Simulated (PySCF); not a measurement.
NICS in rings of unrelated molecules.

NICS is the negative of the GIAO shielding at a point without a nucleus: at the ring centre (0) and 1 Å above and below it (1); zz is the component along the ring normal. Level: GIAO PBE0/pcSseg-1 (PySCF, non-relativistic, gas phase) on the GFN2-xTB geometries, one conformer each. Atom numbers follow the mapped SMILES.

Question: Order these rings by mean NICS(1)zz, lowest (most negative) first (ppm).
A. ring Si2–C4–C5–Si8–O9 in `[CH3:1][Si@@:2]1([PH2:3])[CH2:4][C@H:5]([O:6][SiH3:7])[SiH2:8][O:9]1`
B. ring C3–C4–C6 in `[CH:1]#[C:2][c+:3]1[c:4]([F:5])[c:6]1[Cl:7]` (charge +1)
C. ring C3–C4–C5–C6–C7–P9 in `[CH3:1][S:2][c:3]1[cH:4][cH:5][cH:6][c:7]([CH3:8])[p:9]1`
D. ring C2–P3–C4–S5–C6 in `[CH3:1][c:2]1[p:3][cH:4][s:5][c:6]1[CH:7]1[CH2:8][CH2:9]1`
E. ring C5–C6–C7–C8–S9 in `[CH2:1]=[CH:2][CH2:3][PH:4][c:5]1[cH:6][cH:7][cH:8][s:9]1`
F. ring C1–C2–C3–O4–C5 in `[cH:1]1[cH:2][cH:3][o:4][cH:5]1`
G. ring C3–C4–C5–N6–C8–C10 in `[CH:1]#[C:2][c:3]1[cH:4][cH:5][n+:6]([O-:7])[c:8]([CH3:9])[cH:10]1`

Answer: F (-28.5), E (-25.8), C (-23.4), D (-22.1), G (-20.4), B (-13.6), A (-3.2).

| SMILES | ring | NICS(0) | NICS(1) | NICS(1)zz | HOMA | rms pucker (Å) | ring atoms with four or more neighbours |
| --- | --- | --- | --- | --- | --- | --- | --- |
| c1ccoc1 | 5-membered ring with O; formal bonds all aromatic | -12.6 | -10.8 | -28.5 | 0.49 | 0.00 | 0 |
| C=CCPc1cccs1 | 5-membered ring with S; formal bonds all aromatic | -11.9 | -11.1 | -25.8 | 0.79 | 0.00 | 0 |
| CSc1cccc(C)p1 | 6-membered ring with P; formal bonds all aromatic | -6.9 | -9.7 | -23.4 | 0.89 | 0.00 | 0 |
| Cc1pcsc1C1CC1 | 5-membered ring with P and S; formal bonds all aromatic | -10.2 | -10.4 | -22.1 | 0.73 | 0.00 | 0 |
| C#Cc1cc[n+]([O-])c(C)c1 | 6-membered ring with N; formal bonds all aromatic | -6.7 | -8.7 | -20.4 | 0.95 | 0.00 | 0 |
| C#C[c+]1c(F)c1Cl | 3-membered carbocycle; bonds drawn aromatic by RDKit's count | -27.9 | -10.0 | -13.6 | 0.84 | 0.00 | 0 |
| C[Si@@]1(P)C[C@H](O[SiH3])[SiH2]O1 | 5-membered ring with O and 2 Si; formal bonds all single | -4.1 | -2.9 | -3.2 | – | 0.21 | 4 |

NICS(0) gives another order. The isotropic NICS(1) gives another order. Over the 6 rings with a HOMA value its correlation coefficient with NICS(1)zz is 0.59. HOMA uses Krygowski's 1993 parameters; it is left out where a ring has a four-coordinate atom, a triple bond, no multiple bond or a kind of bond without parameters. NICS(1) and NICS(1)zz are means over the two faces.
